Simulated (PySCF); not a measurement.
C2H8Si, SMILES C[SiH2]C. Atoms are numbered in the order given.

```xyz
11

Si     0.0000     0.0000     0.5529
C      1.5558     0.0000    -0.5148
C     -1.5558     0.0000    -0.5148
H      0.0000     1.2067     1.4370
H      0.0000    -1.2067     1.4370
H      1.5873    -0.8913    -1.1625
H      2.4657     0.0000     0.1065
H      1.5873     0.8913    -1.1625
H     -2.4657     0.0000     0.1065
H     -1.5873    -0.8913    -1.1625
H     -1.5873     0.8913    -1.1625
```

Coordinates come from a B3LYP-D3(BJ)/def2-SVP optimisation. The isomer is the one that the SMILES or the coordinates give; other isomers of the formula were not compared.

Level of theory: B3LYP/def2-TZVPD (PySCF).

Gas-phase values at a fixed geometry.

Computed frontier levels, gap, dipole moment and polarisability:
* **highest occupied level**: -8.57 eV
* **lowest empty level**: 0.06 eV
* **orbital gap**: 8.62 eV
* **dipole moment**: 0.73 D
* **quadrupole, principal values (traceless, Buckingham form, about the centre of nuclear charge)**: -1.02, -0.07, 1.09 D·Å
* **mean static polarisability**: 56.0 bohr³ (8.30 Å³)
* **polarisability, principal values**: 51.0, 55.3, 61.8 bohr³
